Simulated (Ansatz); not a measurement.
**Ligand exchange: CH2FI + GaH2(OH) → CH3FO + GaH2I**

Species: CH2FI (fluoroiodomethane) `FCI`, singlet; GaH2(OH), singlet; CH3FO `OCF`, singlet; GaH2I `[GaH2][I]`, singlet. The partners trade I for OH: C–I and Ga–OH bonds give way to C–OH and Ga–I.

Shapes, held fixed at every level: PBE0-D4/def2-TZVP. Flexible molecules stand in one conformer, not always the lowest. Programs: Ansatz 0.2.0. The zero-point and thermal change to 298 K, harmonic and unscaled (PBE0-D4/def2-TZVP), is +5.9 kJ/mol.

(1) Estimate ΔH(298 K) of this reaction.

Answers

(1) The highest level, CCSD(T)/def2-TZVPP, gives ΔH(298 K) = -70.3 kJ/mol; the levels span -102.4 to -68.6. The column of differences is taken from that level and isn't an error. No measured value is set beside it here. For atoms past krypton def2 sets carry core potentials with scalar relativity. Relativity is left out for Ga. Outer-core shells of Ga, I are correlated, in sets that cover them unevenly.

```json
{"level": "HF/def2-TZVPP", "kind": "Hartree–Fock", "ΔH(298 K) (kJ/mol)": "-102.4", "less CCSD(T)/def2-TZVPP": "-32.1"}
{"level": "SPW92/def2-TZVPP", "kind": "LDA", "ΔH(298 K) (kJ/mol)": "-74.6", "less CCSD(T)/def2-TZVPP": "-4.3"}
{"level": "PBE-D4/def2-TZVPP", "kind": "GGA", "ΔH(298 K) (kJ/mol)": "-68.6", "less CCSD(T)/def2-TZVPP": "+1.7"}
{"level": "r2SCAN0-D4/def2-TZVPP", "kind": "global hybrid", "ΔH(298 K) (kJ/mol)": "-83.4", "less CCSD(T)/def2-TZVPP": "-13.1"}
{"level": "CCSD(T)/def2-SVP", "kind": "coupled cluster or CI", "ΔH(298 K) (kJ/mol)": "-94.3", "less CCSD(T)/def2-TZVPP": "-24.0"}
{"level": "CCSD/def2-SVP", "kind": "coupled cluster or CI", "ΔH(298 K) (kJ/mol)": "-97.8", "less CCSD(T)/def2-TZVPP": "-27.5"}
{"level": "CCSD(T)/def2-TZVPP", "kind": "coupled cluster or CI", "ΔH(298 K) (kJ/mol)": "-70.3", "less CCSD(T)/def2-TZVPP": "0.0"}
```
